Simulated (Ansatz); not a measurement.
Species: C4H6BN, SMILES `BCC(=C)C#N` (charge 0, multiplicity 1).

Problem. Give a relaxed geometry from CAM-B3LYP-D3(BJ)/def2-TZVP (Ansatz, a program for electronic structure).

Solution. This is not unique; one that fits is the end point of this relaxation, one of several conformers (outside a Z-matrix the atoms follow the SMILES, hydrogens last).
Bonded distances (Å): B1–C2 1.558, B1–H7 1.189, B1–H8 1.191, C2–C3 1.501, C2–H9 1.102, C2–H10 1.093, C3–C4 1.327, C3–C5 1.437, C4–H11 1.080, C4–H12 1.082, C5–N6 1.146. Bond angles (°): C2–B1–H7 121.7, C2–B1–H8 118.6, H7–B1–H8 119.7, B1–C2–C3 117.4, B1–C2–H9 103.2, B1–C2–H10 111.0, C3–C2–H9 109.6, C3–C2–H10 110.2, H9–C2–H10 104.5, C2–C3–C4 124.7, C2–C3–C5 116.0, C4–C3–C5 119.3, C3–C4–H11 121.6, C3–C4–H12 120.5, H11–C4–H12 117.8, C3–C5–N6 177.9.
